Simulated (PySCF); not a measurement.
Peak assignment

Mapped SMILES: `[CH2:1]=[C:2]([CH3:3])[C@@:4]1([O:5][CH:6]=[O:7])[CH2:8][SiH2:9]1`; H(Xn) means a hydrogen on atom n. Ha(C1) is cis to C3; Ha(C8), Ha(Si9) are pro-R; Hb(C8), Hb(Si9) are pro-S; Hb(C1) is trans to C3.

[PySCF: structure optimised with GFN2-xTB; GIAO PBE0/pcSseg-1 shieldings; a single conformation; isolated molecule; non-relativistic Hamiltonian; averaged over atoms made equivalent by symmetry, fast rotation or ring inversion]

Referencing at the same level of theory: ¹³C (σref 186.93) and ¹H (σref 31.72) against TMS.

Task: Assign these signals to the numbered atoms. ¹³C{¹H} NMR (computed): δ 167.9 (CH), 151.8 (C), 126.8 (CH2), 73.1 (C), 21.8 (CH3), 9.4 (CH2).

Result: 
| δ (ppm) | atoms | environment | reason |
| --- | --- | --- | --- |
| 167.9 | C6 | ester carbonyl carbon | lone-pair donation from the attached heteroatom keeps it upfield of a ketone carbonyl |
| 151.8 | C2 | fully substituted alkene carbon | the olefinic region |
| 126.8 | C1 | terminal =CH2 carbon | an sp2 carbon of a C=C bond |
| 73.1 | C4 | three-membered-ring carbon | pulled downfield by the heteroatom |
| 21.8 | C3 | allylic methyl carbon | a saturated carbon with 1 carbon neighbour and no heteroatom attached |
| 9.4 | C8 | three-membered-ring carbon | carbons of three-membered rings are unusually shielded |

Task: Assign these signals to the numbered atoms. ¹H NMR (400 MHz, computed): δ 7.96 (s, 1H), 5.52 (m, 1H), 5.43 (m, 1H), 4.45 (m, 1H), 3.15 (m, 1H), 2.17 (s, 3H), 0.86 (m, 1H), 0.66 (m, 1H).

Result: 
7.96 → H(C6), hydrogen on an ester carbonyl carbon
5.52 → Hb(C1), hydrogen on a terminal =CH2 carbon: a vinylic proton, deshielded by the sp2 carbon and the C=C anisotropy
5.43 → Ha(C1), hydrogen on a terminal =CH2 carbon
4.45 → Hb(Si9), hydrogen on a silicon bonded to 2 C, in a 3-membered ring
3.15 → Ha(Si9), hydrogen on a silicon bonded to 2 C, in a 3-membered ring
2.17 → H(C3), hydrogen on an allylic methyl carbon: allylic position
0.86 → Ha(C8), hydrogen on a three-membered-ring carbon: cyclopropane-type protons are shielded by the ring
0.66 → Hb(C8), hydrogen on a three-membered-ring carbon

Hb(C1) and Ha(C1) lie closer than the usual error of such a calculation, so a measured spectrum could show them in the other order.

Shifts are as computed. Against solution values, carbons near 30 ppm lie about +3 ppm off and those near 130 ppm about +5 ppm. Of 1309 compounds with measured shifts, 239 miss one by over three times the rms of a fit or turn the order of signals round; such compounds aren't used in these exercises. No couplings were computed; multiplicities are counted from neighbouring protons, with m where these are inequivalent, close in shift, in a saturated or five-membered ring or joined by F or P, and br s for small geminal =CH2 splittings.
